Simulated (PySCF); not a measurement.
A TDDFT job was run through a driver script with this input:

```
{"job": {"kind": "uv", "xc": "CAM-B3LYP", "basis": "def2-SVPD", "ip": false, "nstates": 15}, "charge": 0, "multiplicity": 1}
Ti    -0.253018    -0.396056    -0.103139
S     -0.183799    -0.555941     2.171043
C      0.762548     0.998328     2.346968
H      1.729034     0.783852     2.822962
H      0.192855     1.699862     2.971403
H      0.959924     1.487123     1.378645
C      1.638936    -0.335022    -0.903317
H      2.138759     0.635281    -0.747884
H      1.548993    -0.521770    -1.988628
H      2.250483    -1.133372    -0.448787
C     -1.210684     1.318448    -0.713115
H     -1.414179     1.216878    -1.794501
H     -0.611975     2.229230    -0.547170
H     -2.168393     1.412616    -0.172879
C     -1.225841    -1.986468    -0.938688
H     -2.246739    -2.048837    -0.522422
H     -0.676260    -2.913439    -0.697887
H     -1.286962    -1.873785    -2.034864
```

Theory: TDDFT CAM-B3LYP/def2-SVPD, vertical, gas phase, core orbitals frozen in the response (PySCF 2.14.0, density-fitted response routines). Job line and output are in the format of a driver script around the code.

**Question.** Give the output without the SCF cycles.

**Answer.** 
```
converged SCF energy = -1406.9037065985

Static polarisability (au): isotropic 116.014, principal 106.915 111.841 129.287

Singlet excitations
state   eV       nm        f      main configurations
  1   3.5922    345.1   0.00080   H-3->L 0.72, H->L 0.12
  2   3.7150    333.7   0.00020   H-2->L 0.68, H-3->L+1 0.13, H-4->L 0.08
  3   3.7407    331.4   0.00040   H->L 0.81, H-2->L+1 0.09
  4   3.8298    323.7   0.00016   H-2->L+1 0.74
  5   3.9884    310.9   0.00027   H-3->L+1 0.60, H-2->L 0.19
  6   4.1117    301.5   0.00025   H-1->L 0.60, H-4->L 0.19, H-3->L+1 0.14
  7   4.2148    294.2   0.02809   H->L+1 0.80, H-1->L+2 0.09
  8   4.2864    289.3   0.00043   H-1->L+1 0.67, H-4->L+1 0.25
  9   4.5600    271.9   0.00006   H->L+2 0.96
 10   4.6834    264.7   0.00378   H-4->L 0.65, H-1->L 0.23
 11   4.7409    261.5   0.00877   H-3->L+2 0.80
 12   4.7684    260.0   0.00175   H-2->L+2 0.81
 13   4.8407    256.1   0.00021   H-4->L+1 0.70, H-1->L+1 0.21
 14   5.1013    243.0   0.00110   H->L+3 0.64, H->L+4 0.14, H-3->L+3 0.13
 15   5.1484    240.8   0.00469   H-1->L+2 0.35, H-4->L+2 0.23, H->L+5 0.17

Triplet excitations (Tamm-Dancoff, eV): 3.3063 3.3304 3.5114 3.5323
```

Isolated species at its PBE0-D3(BJ)/def2-SVP geometry, gas phase.

The species is Ti(SMe)Me3 (`C[S][Ti]([CH3])([CH3])[CH3]`).

H and L stand for HOMO and LUMO.

Time: 87 s wall (with the writing of density and orbital grids); peak memory 1.3 GiB. Hardware: one thread, Arm Neoverse V2 (aarch64), shared host.
